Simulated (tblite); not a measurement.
Species: C5H3Cl2O2 (charge -1).
SMILES with atom numbers: `[CH2:1]=[C:2]([Cl:3])/[C:4]([Cl:5])=[CH:6]\[C:7](=[O:8])[O-:9]` (hydrogens: H10, H11 on C1; H12 on C6)
Bond orders are those of one Lewis drawing.

Computed with GFN2-xTB (tblite), gas phase: Langevin dynamics at 400 K from the optimised GFN2-xTB geometry, time step 0.5 fs, friction 0.01 fs⁻¹, 2000 steps.

Start geometry:
```
atom  x, y, z in Å
C1     -1.256   -0.483    1.092
C2     -0.360    0.493    1.139
Cl3     0.024    1.218    2.681
C4      0.342    1.034   -0.013
Cl5     0.733    2.779    0.145
C6      0.677    0.387   -1.112
C7      0.612   -1.179   -1.337
O8      1.736   -1.671   -1.292
O9     -0.495   -1.668   -1.550
H10    -1.720   -0.867    1.984
H11    -1.485   -0.946    0.147
H12     1.193    0.903   -1.910
```

The statistics below take the 31 frames saved every 25 fs from 250 to 1000 fs; their kinetic temperature (all 3N coordinates) averages 373 K.

**Question.** How do the bond lengths spread?

**Answer.** 
```
  bond  start (Å)  mean (Å)  standard deviation (Å)  shortest (Å)  longest (Å)
 C1=C2      1.325     1.326                   0.017         1.298        1.366
C2–Cl3      1.746     1.750                   0.038         1.639        1.814
 C2–C4      1.453     1.452                   0.027         1.394        1.502
C4–Cl5      1.795     1.823                   0.056         1.723        1.944
 C4=C6      1.319     1.320                   0.034         1.249        1.403
 C6–C7      1.584     1.603                   0.054         1.513        1.738
 C7=O8      1.228     1.234                   0.022         1.193        1.278
 C7–O9      1.228     1.235                   0.021         1.197        1.291
C1–H10      1.076     1.082                   0.035         1.009        1.162
C1–H11      1.077     1.079                   0.025         1.032        1.135
C6–H12      1.081     1.088                   0.032         1.012        1.186
```

**Question.** Give the same statistics for bond angles, one of each kind among heavy atoms.

**Answer.** 
```
    angle  start (°)  mean (°)  standard deviation (°)  smallest (°)  largest (°)
C1–C2–Cl3      119.0     118.9                     4.9         110.4        129.8
 C1–C2–C4      125.0     125.0                     5.0         110.5        133.6
Cl3–C2–C4      116.0     115.7                     4.1         108.8        125.2
C2–C4–Cl5      113.4     113.1                     4.5         103.5        123.4
 C2–C4–C6      126.9     126.7                     4.3         117.5        135.9
Cl5–C4–C6      119.7     119.8                     4.2         111.4        129.7
 C4–C6–C7      126.4     124.5                     4.7         114.7        132.6
 C6–C7–O8      110.7     112.1                     5.8         101.7        128.8
 C6–C7–O9      117.1     114.7                     6.6          98.3        126.2
 O8–C7–O9      132.2     132.5                     5.3         121.8        141.6
```

**Question.** How far does each atom move about its mean position (frames aligned on the start, all atoms weighted alike), and what rms force does it feel?

**Answer.** 
```tsv
atom	rms displacement (Å)	rms force (eV/Å)
C1	0.12	2.18
C2	0.10	1.44
Cl3	0.32	0.87
C4	0.09	2.02
Cl5	0.35	0.70
C6	0.16	2.09
C7	0.12	2.29
O8	0.34	1.60
O9	0.24	1.58
H10	0.20	1.17
H11	0.29	0.89
H12	0.20	1.05
```

The displacements run from 0.09 to 0.35 Å.

**Question.** Follow the torsions C1–C2–C4–Cl5 and C4–C6–C7–O8 through every second one of these frames.

**Answer.** 
```csv
t (fs),C1–C2–C4–Cl5 (°),C4–C6–C7–O8 (°)
250,120,-88
300,113,-96
350,111,-110
400,101,-97
450,116,-94
500,129,-94
550,132,-69
600,139,-64
650,138,-77
700,143,-83
750,150,-97
800,152,-105
850,144,-111
900,136,-114
950,140,-115
1000,123,-103
```

Largest departure from the start value over all these frames: C1–C2–C4–Cl5 51° (start 148°), C4–C6–C7–O8 40° (start -105°).

**Question.** How widely does the potential energy scatter, against a harmonic estimate?

**Answer.** Mean 0.50 eV above the start, standard deviation 0.168 eV, range 0.24 to 0.85 eV. For 30 classical harmonic modes at 400 K the canonical values are 30kT/2 = 0.52 eV and kT·√(30/2) = 0.133 eV.

The run is classical and short, so these are rough statistics of one trajectory.

The cost below is that of the whole dynamics run. On an Intel Xeon 6975P-C with one thread, on a shared host, this took 13 s wall and 0.18 GiB of memory at its peak.
